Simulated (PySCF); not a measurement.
Correlation energy of Sn²⁺ (tin, charge +2)

[Kr] 4d10 5s2, closed-shell 1S. Calculation: PySCF 2.14, in def2-SVP with the def2 core potential (28 electrons) (4s4p2d, 26 functions); scalar relativity through the core potential. Frozen: 4s2 4p6 4d10; 2 electrons correlated.

Total MP2 correlation energy: -21.81 mhartree.

Same-spin part 0.00 and opposite-spin part -21.81 mhartree; SCS-MP2 scales them by 1/3 and 6/5 to -26.18 mhartree.

With two correlated electrons CCSD is exact within the correlated space (frozen core and kept virtual orbitals).

| level | correlation energy (mhartree) |
| --- | --- |
| CCSD | -32.39 |

Diagnostics: T1 = 0.0023, D1 = 0.0032, largest double amplitude 0.101.

Cost of the coupled-cluster step: 0.05 s of wall time on 1 thread of Neoverse-V1 (shared host), for 2 correlated electrons.

Iterations:

```
CC2 = 0
CCSD nocc = 1, nmo = 17
frozen orbitals [0, 1, 2, 3, 4, 5, 6, 7, 8]
max_cycle = 100
direct = 0
conv_tol = 1e-08
conv_tol_normt = 1e-06
diis_space = 8
diis_start_cycle = 0
Init t2, MP2 energy = -212.601968797048  E_corr(MP2) -0.0218139693173801
Init E_corr(CCSD) = -0.0218139693181047
cycle = 1  E_corr(CCSD) = -0.0285862890245211  dE = -0.00677231971  norm(t1,t2) = 0.0426652
cycle = 2  E_corr(CCSD) = -0.0309105840857295  dE = -0.00232429506  norm(t1,t2) = 0.0169366
cycle = 3  E_corr(CCSD) = -0.0324077451155376  dE = -0.00149716103  norm(t1,t2) = 0.00708313
cycle = 4  E_corr(CCSD) = -0.0323924173575378  dE = 1.5327758e-05  norm(t1,t2) = 0.000261454
cycle = 5  E_corr(CCSD) = -0.0323938825314288  dE = -1.46517389e-06  norm(t1,t2) = 1.93104e-05
cycle = 6  E_corr(CCSD) = -0.0323927318963916  dE = 1.15063504e-06  norm(t1,t2) = 4.408e-06
cycle = 7  E_corr(CCSD) = -0.0323929513209013  dE = -2.1942451e-07  norm(t1,t2) = 8.47486e-07
cycle = 8  E_corr(CCSD) = -0.0323929366811614  dE = 1.463974e-08  norm(t1,t2) = 1.36629e-07
cycle = 9  E_corr(CCSD) = -0.032392931305305  dE = 5.37585636e-09  norm(t1,t2) = 7.05477e-08
CCSD converged
E(CCSD) = -212.6125477590363  E_corr = -0.03239293130530499
```
